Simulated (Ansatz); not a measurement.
```yaml
crystal:
  periodic: [false, false, false]
  atoms:
    - {symbol: C, position_ang: [0.022177, 3.144076, 0.274992]}
    - {symbol: O, position_ang: [-0.285369, 1.542692, 0.938431]}
    - {symbol: In, position_ang: [1.725931, -0.218391, 1.319210]}
    - {symbol: O, position_ang: [-0.144773, -1.812113, 0.199735]}
    - {symbol: C, position_ang: [0.278297, -2.956069, -1.069860]}
    - {symbol: In, position_ang: [-2.178865, -0.065115, -0.120638]}
    - {symbol: H, position_ang: [-1.125418, 3.891040, 0.272440]}
    - {symbol: H, position_ang: [0.940871, 3.812176, 1.039573]}
    - {symbol: H, position_ang: [0.497525, 3.088985, -1.011222]}
    - {symbol: H, position_ang: [3.189905, 0.177140, -0.198910]}
    - {symbol: H, position_ang: [1.778018, -0.675094, 3.403186]}
    - {symbol: H, position_ang: [1.264173, -3.804675, -0.642288]}
    - {symbol: H, position_ang: [0.720544, -2.327521, -2.206788]}
    - {symbol: H, position_ang: [-0.804497, -3.725164, -1.403011]}
    - {symbol: H, position_ang: [-2.277678, 0.391549, -2.214885]}
    - {symbol: H, position_ang: [-3.600817, -0.463530, 1.420035]}
basis:
  gaussian: {orbitals: def2-TZVPP, point_charges: [{charge: 2.00, position_ang: [7.841, -0.796, 0.260]}]}
hamiltonian: {xc: {name: HF}}
correlation: {method: mp2, frozen_orbitals: {C: 0}}
```

```sh
$ ansatz run in.yaml --threads 4 --pin off --events-out ev --progress --plain --max-ram 11315MiB
```

Output, abridged:

```
Functional definition: HF
Error: "frozen_orbitals" has no count for O
```

Task: Something in this input is off. What?

Result: Frozen orbitals are typed for one element alone, and the program wants a count for each. The input was rejected before any iteration.
